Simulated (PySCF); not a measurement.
**Ionisation energy of Er³⁹⁺ by level of theory**

Er³⁹⁺ [Ar] 3d10 4s1 [4s1/2^1, M_J = 1/2] → Er⁴⁰⁺ [Ar] 3d10, as a difference of total energies. All numbers are calculated (PySCF 2.14, the two-component X2C-1e Hamiltonian, in an uncontracted even-tempered set (16 s from 4.6 bohr⁻², ratio 2.8; 13 p from 5.9 bohr⁻², ratio 2.8; 8 d from 11 bohr⁻², ratio 2.8; 4 f from 24 bohr⁻², ratio 3)). Correlated levels: [Ne] frozen; the 72 highest virtual spinors dropped. "Screened" scales the spin-orbit matrix elements by Boettger's factors to mimic the two-electron term; Breit and QED terms are absent.

```tsv
method	ionisation energy (eV)
GHF (spin-free)	1845.4
GMP2 (spin-free)	1846.6
GHF (screened spin-orbit)	1845.2
GMP2 (screened spin-orbit)	1846.4
```

Breit and QED terms and the two-electron picture change are absent.

For comparison: 1858.5 ± 0.5 eV (semi-empirical (NIST evaluation); NIST Atomic Spectra Database, ionization energies).
